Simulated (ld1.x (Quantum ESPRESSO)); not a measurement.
cadmium (Cd): PAW pseudisation with PBE, fully relativistic reference atom.

- Element: cadmium
- Generator: ld1.x (Quantum ESPRESSO) 7.5
- Type: PAW
- Functional: PBE
- Relativity: fully relativistic
- Frozen core: [Ar] 3d10
- Valence charge: 20
- Reference configuration: 4s2 4p6 4d10 5s2 5p0
- Partial waves: 4s (bound): rcut 1.15, rcutus 1.35 bohr; 5s (bound): rcut 1.15, rcutus 1.35 bohr; 4p (bound): rcut 1.02, rcutus 1.08 bohr; 5p (bound, empty): rcut 1.02, rcutus 1.08 bohr; 4d (bound): rcut 1.40, rcutus 1.65 bohr; 4d channel at 3.8 Ry: rcut 1.40, rcutus 1.65 bohr
- Local potential: all-electron potential smoothed inside 1.15 bohr (lloc = -1)
- Core correction: a·sin(br)/r model core inside 1.05 bohr
- Augmentation charge: BESSEL, radius 1.15 bohr

Open shells are filled in proportion to 2j + 1 (rel_dist='average').

Poles of the logarithmic derivatives, all-electron (AE) and pseudo (PS). s: poles at -7.6 (AE) and -7.6 (PS) Ry. p1/2: poles at -4.8 (AE) and -4.8 (PS) Ry. p3/2: poles at -4.3 (AE) and -4.3 (PS) Ry. d3/2: poles at 0.2 (AE) and -2.1, 0.1 (PS) Ry. d5/2: poles at 0.3 (AE) and -2.7, 0.2 (PS) Ry. Test radius 1.79 bohr.

- Largest excitation error: +132 meV (all-electron minus pseudo) for 4s1 4p6 4d10 5s2 5p0, out of 7 test configurations

The ghost test of this file was not conclusive.
